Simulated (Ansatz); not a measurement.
Born–Oppenheimer molecular dynamics of AlH₄NO₂ (8 atoms, charge 0, multiplicity 1). It starts at the highest image of a converged band, a first-order saddle point between two minima.

Computed with RKS B3LYP/def2-SVP in Ansatz 0.2.0.

```yaml
ensemble: NVE (velocity Verlet)
time_step: 0.5 fs
steps_asked: 200
starting_velocities_drawn_for: 300 K
seed: 3872
```

First frame:

```xyz
8
Properties=species:S:1:pos:R:3
Al -0.019 0.190 0.154
O 0.010 -0.299 1.786
N 0.480 -0.906 -1.137
H 0.813 -1.854 -1.001
O -0.467 1.767 -0.317
H -0.659 -0.717 2.330
H 0.530 -0.649 -2.117
H -0.688 2.469 0.301
```

What does the run give?

All steps were run.

| Property | Result |
| --- | --- |
| steps done | 200 |
| time covered | 100 fs |
| mean temperature over the second half | 200 K |
| spread of the potential energy over the second half | 3.8 meV per atom |
| mean potential energy of the second half above the start | 9.8 meV per atom |

The conserved energy stayed within 0.12 meV per atom of its start (net change 0.079 meV per atom), so the integration is sound. A run of 0.1 ps of so small a system gives no equilibrium averages. The orbitals stay closed-shell, which can raise the energy where a bond breaks towards radicals; this wasn't checked here.

What happens to the structure?

The step under study would form O2–H4 and break Al1–O2, N3–H4. These pairs go: O2–H4 3.29 → 3.00 Å, Al1–O2 1.70 → 1.66 Å, N3–H4 1.01 → 1.01 Å. In the last frame they stand as before the step (other bonds may differ from the relaxed reactants and products). It ends as one piece, AlH4NO2. Pairs count as bonded within 1.25 times the sum of covalent radii (0.12 Å more for H–H). This is one draw of velocities; another would differ in detail.

How do temperature and energy run in time?


```
time (fs)  T (K)  potential energy less start (eV)  conserved less start (meV/atom)
      0.0    300                             0.000                             0.00
      8.0    191                             0.085                             0.03
     16.0    123                             0.138                             0.08
     24.0    171                             0.101                             0.09
     32.0    129                             0.134                             0.11
     40.0    118                             0.142                             0.12
     48.0    224                             0.059                             0.09
     56.0    237                             0.050                             0.06
     64.0    167                             0.104                             0.04
     72.0    230                             0.055                             0.02
     80.0    256                             0.034                             0.02
     88.0    173                             0.099                             0.04
     96.0    154                             0.114                             0.07
```

Time of the run: 2.2 min on 2 threads of Intel(R) Xeon(R) 6975P-C (Granite Rapids), with other jobs on the host, peak memory 0.19 GiB.
